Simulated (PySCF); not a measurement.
A structure optimised at r2SCAN-D4/def2-SVP, used in a PySCF frequency run:

```
B
Cl 1 1.7436
I 1 2.1316 2 119.92
I 1 2.1316 2 119.92 3 180.00
```
Charge 0, spin multiplicity 1.

### Question
Write its SMILES, formula and point group.

### Answer
ClB(I)I, BClI2, C2v

### Question
What are its rotational constants (standard atomic weights)?

### Answer
2.0181, 0.58334, 0.45253 GHz
